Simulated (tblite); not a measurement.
Isomers of C4H8NSi2 (doublet state). Method: GFN2-xTB as coded in tblite; computed harmonic values from a numerical Hessian at the method's own geometry, unscaled. Against measured fundamentals such values can be off by several per cent, at times by over 20. Modes of hydrogen on silicon can be 10 to 20 % off. One conformer each. Open shells enter through the occupations alone, without spin polarisation, and single modes of such species can be off by tens of per cent.

Electronic energies: GFN2-xTB at the same geometries; isomer energies are rough at this level and their order can be wrong.

```
                  SMILES  electronic energy, lowest = 0 (kcal/mol)
C#C[SiH2][Si@H]([NH])C=C                                       7.9
[C]#C[SiH2][Si@@H](N)C=C                                      34.6
     C#C[SiH2][Si](N)C=C                                       0.0
```

**Question.** How do GFN2-xTB zero-point energies change the relative energies?

**Answer.** 
| SMILES | ZPE (kcal/mol) | of it from modes above 1550 cm⁻¹ | electronic (kcal/mol) | with ZPE, lowest = 0 (kcal/mol) | lowest mode (cm⁻¹) | rings |
| --- | --- | --- | --- | --- | --- | --- |
| C#C[SiH2][Si](N)C=C | 63.5 | 39.4 | 0.0 | 0.0 | 24 | 0 |
| C#C[SiH2][Si@H]([NH])C=C | 61.1 | 37.9 | 7.9 | 5.5 | 25 | 0 |
| [C]#C[SiH2][Si@@H](N)C=C | 61.7 | 37.8 | 34.6 | 32.8 | 10 | 0 |

The zero-point energies span 2.4 kcal/mol, from `C#C[SiH2][Si@H]([NH])C=C` to `C#C[SiH2][Si](N)C=C`. The order is unchanged.
